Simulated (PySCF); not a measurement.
Assignment exercise: C$_{5}$H$_{12}$Si$_{3}$

Mapped SMILES: `[CH:1]#[C:2][Si:3]([SiH3:4])([SiH3:5])[C:6](=[CH2:7])[CH3:8]`; H(Xn) means a hydrogen on atom n. Ha(C7) is cis to Si3; Hb(C7) is trans to Si3.

- geometry from GFN2-xTB
- GIAO PBE0/pcSseg-1 shieldings
- program: PySCF 2.14.0 with density-fitted response routines
- no solvent model, non-relativistic, fast rotation and ring inversion assumed for equivalent nuclei, single conformer

Chemical shifts δ = σref − σ; 13C and 1H against TMS, all at this level.

(1) Assign these signals to the numbered atoms. 13C{1H} NMR (computed): δ 153.5 (C), 134.7 (CH2), 107.6 (CH), 88.6 (C), 28.2 (CH3).

(2) Assign these signals to the numbered atoms. 1H NMR (600 MHz, computed): δ 6.01 (br s, 1H), 5.50 (br s, 1H), 3.60 (s, 6H), 2.23 (s, 3H), 2.14 (s, 1H).

Results:

(1) 
| δ (ppm) | atoms | environment | reason |
| --- | --- | --- | --- |
| 153.5 | C6 | fully substituted alkene carbon | an sp2 carbon of a C=C bond |
| 134.7 | C7 | terminal =CH2 carbon | an sp2 carbon of a C=C bond |
| 107.6 | C1 | terminal alkyne carbon | – |
| 88.6 | C2 | alkyne carbon | the triple bond shields along its axis, which puts it between sp3 and sp2 carbons |
| 28.2 | C8 | allylic methyl carbon | aliphatic region, no heteroatom directly attached |

(2) 
6.01 → Hb(C7), hydrogen on a terminal =CH2 carbon: olefinic region
5.50 → Ha(C7), hydrogen on a terminal =CH2 carbon
3.60 → H(Si4)/H(Si5), hydrogen on a silicon bonded to Si
2.23 → H(C8), hydrogen on an allylic methyl carbon: allylic position
2.14 → H(C1), hydrogen on a terminal alkyne carbon: it lies on the axis of the triple bond, in its shielding cone

H(C8) and H(C1) lie closer than the usual error of such a calculation, so a measured spectrum could show them in the other order.

Shifts are as computed. Against solution values, carbons near 30 ppm lie about +3 ppm off and those near 130 ppm about +5 ppm. Of 1309 compounds with measured shifts, 239 miss one by over three times the rms of a fit or turn the order of signals round; such compounds aren't used in these exercises. No couplings were computed; multiplicities are counted from neighbouring protons, with m where these are inequivalent, close in shift, in a saturated or five-membered ring or joined by F or P, and br s for small geminal =CH2 splittings.
